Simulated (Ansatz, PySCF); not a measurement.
C₃H₆O, SMILES C=C(O)C. Atoms are numbered in the order given.

```xyz
10

C      1.0243    -0.9939     0.0000
C      0.0408    -0.0830     0.0000
C      0.2455     1.3943     0.0000
O     -1.2769    -0.3921     0.0000
H      0.8105    -2.0668     0.0000
H      2.0687    -0.6834     0.0000
H     -0.2339     1.8415    -0.8851
H      1.3115     1.6511     0.0000
H     -0.2339     1.8415     0.8851
H     -1.3711    -1.3516     0.0000
```

The structure is a stationary point at PBE0-D3(BJ)/def2-SVP. One conformer was computed; it need not be the lowest.

Vertical ionisation energy (IE) and electron affinity (EA) in eV. Rows of orbital energies are one-electron estimates. Where ΔSCF, EOM or ADC give a negative EA the extra electron is unbound and the value depends on the basis.

```
level                                                                  IE     EA
-------------------------------------------------------------------  ----  -----
−ε(HOMO), −ε(LUMO), PBE0/def2-TZVP (PySCF)                           6.55  -0.88
−ε(HOMO), −ε(LUMO), PBE/def2-TZVP (PySCF)                            5.35   0.13
ΔSCF, PBE0/def2-SVPD (Ansatz), final states of multiplicity 2 and 2  8.89  -1.68
ΔSCF, PBE/def2-SVPD (Ansatz), final states of multiplicity 2 and 2      ?      ?
```

Task: What belongs in the gaps? (An estimate is asked for; the answer gives what the named calculation found.)

Result: 
- ΔSCF, PBE/def2-SVPD (Ansatz, a program for electronic structure), final states of multiplicity 2 and 2, IE: 8.85
- ΔSCF, PBE/def2-SVPD (Ansatz), final states of multiplicity 2 and 2, EA: -1.49

Task: What vertical singlet–triplet gap does ΔSCF give with PBE0/def2-SVPD (Ansatz) and with PBE/def2-SVPD (Ansatz)? (Estimate from the structure and the level; the computed values follow.)

Result: 4.23 and 4.33 eV (triplet above singlet where positive).
